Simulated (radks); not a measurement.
Values are calculated unless marked as measured or tabulated.
Isoelectronic series with 11 electrons, each ion in its NIST ground configuration. Code: a radial shooting solver on a logarithmic mesh with Libxc functionals. Model: non-relativistic Kohn-Sham, r2SCAN, spin-polarised, spherical densities, point nucleus; open shells are filled with parallel spins first (spin-orbit coupling, left out, can overturn this in heavy ions); meta-GGA in the generalised Kohn-Sham scheme. Total energies (hartree) and mean radii <r> (bohr):

ion,configuration,E (hartree),3s up,2p down,2p up
S5+,[Ne] 3s1,-391.18847,1.420,0.4375,0.4381
Sc10+,[Ne] 3s1,-723.13069,0.9149,0.3031,0.3033
Fe15+,[Ne] 3s1,-1157.91591,0.6793,0.2322,0.2323
Ga20+,[Ne] 3s1,-1695.50763,0.5413,0.1883,0.1884
Kr25+,[Ne] 3s1,-2335.89239,0.4502,0.1584,0.1584
Nb30+,[Ne] 3s1,-3079.06402,0.3855,0.1367,0.1367
Pd35+,[Ne] 3s1,-3925.01930,0.3372,0.1202,0.1202
Sb40+,[Ne] 3s1,-4873.75635,0.2996,0.1073,0.1073
Ba45+,[Ne] 3s1,-5925.2740,0.2696,0.09690,0.09691
Pm50+,[Ne] 3s1,-7079.5716,0.2451,0.08833,0.08834
Dy55+,[Ne] 3s1,-8336.6485,0.2247,0.08116,0.08117
Lu60+,[Ne] 3s1,-9696.5045,0.2074,0.07506,0.07507
Os65+,[Ne] 3s1,-11159.1392,0.1926,0.06982,0.06982
